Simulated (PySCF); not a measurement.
Ligand exchange on a metal centre used in film growth or etching (Mo F-OH). Isolated molecules, 0 K electronic values unless said otherwise. One relaxed conformer stands for each flexible species; it need not be the lowest.

Method: PBE-D3(BJ)/def2-TZVP // TPSS-D3(BJ)/def2-SVP (PySCF). 

| species | LUMO (eV) | HOMO–LUMO gap (eV) | coordination number | charge on the central atom (Mulliken) (e) |
|---|---|---|---|---|
| 0 of 6 F replaced by OH ([Mo(F)6]) | -6.31 | 4.37 | [?] | [?] |
| 4 of 6 F replaced by OH ([Mo(F)2(OH)4]) | -4.36 | [?] | 6 | 1.56 |
| 5 of 6 F replaced by OH ([Mo(F)(OH)5]) | -4.19 | [?] | 6 | 1.49 |
| 6 of 6 F replaced by OH | -4.21 | 2.94 | 6 | 1.39 |

Problem. What belongs in the gaps?

Solution. 
- 0 of 6 F replaced by OH ([Mo(F)6]), coordination number: 6
- 0 of 6 F replaced by OH ([Mo(F)6]), charge on the central atom (Mulliken) (e): 1.82
- 4 of 6 F replaced by OH ([Mo(F)2(OH)4]), HOMO–LUMO gap (eV): 3.39
- 5 of 6 F replaced by OH ([Mo(F)(OH)5]), HOMO–LUMO gap (eV): 3.24
